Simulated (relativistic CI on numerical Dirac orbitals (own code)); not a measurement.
Method of calculation: Dirac-Coulomb-Breit CI, orbitals from a KLI potential per configuration, QED by a radiative potential, unscaled Slater integrals (own radial code, finite nucleus).

Configuration list (outside the closed core 1s2): 2s2, 2s 2p, 2p2, 2p 3s, 2p 3p, 2s 3s, 2s 3p, 2s 3d, 2s 4s, 2s 4p, 2s 4d, 2s 4f, 2s 5s, 2s 5p, 2s 5d, 2s 5f, 2s 5g, 3s2, 3s 3p, 3p2. Levels of other configurations are missing.

At this charge energies of transitions that change n are usually good to better than 1 %, and those within a shell (Δn = 0) to a few per cent.

Outline of the computed level scheme of Cr XXI. Lowest level of each configuration: 2s2 1S_0 at 0.00 eV; 2s 2p 3P°_0 at 39.57 eV; 2p2 3P_0 at 107.64 eV; 2s 3s 3S_1 at 926.38 eV; 2s 3p 3P°_1 at 945.82 eV; 2s 3d 3D_1 at 958.37 eV; 2p 3s 3P°_0 at 976.44 eV; 2p 3p 3D_1 at 988.62 eV; 2s 4s 3S_1 at 1243.34 eV.

Some strong electric-dipole decays among the lowest 36 levels: 2s 3d 3D_3 → 2s 2p 3P°_2 (1.6e+13 s⁻¹); 2s 3d 3D_2 → 2s 2p 3P°_1 (1.2e+13 s⁻¹); 2s 3d 1D_2 → 2s 2p 1P°_1 (1.2e+13 s⁻¹); 2s 3d 3D_1 → 2s 2p 3P°_0 (9.3e+12 s⁻¹); 2s 3d 3D_1 → 2s 2p 3P°_1 (6.8e+12 s⁻¹); 2p 3p 1D_2 → 2s 2p 1P°_1 (5.7e+12 s⁻¹); 2p 3p 1S_0 → 2s 2p 1P°_1 (5.3e+12 s⁻¹); 2s 3p 1P°_1 → 2s2 1S_0 (5.2e+12 s⁻¹).

LS names give the leading component of a level, which can be under half, so a name can repeat, a term be missing and a line seem to break the LS rules.
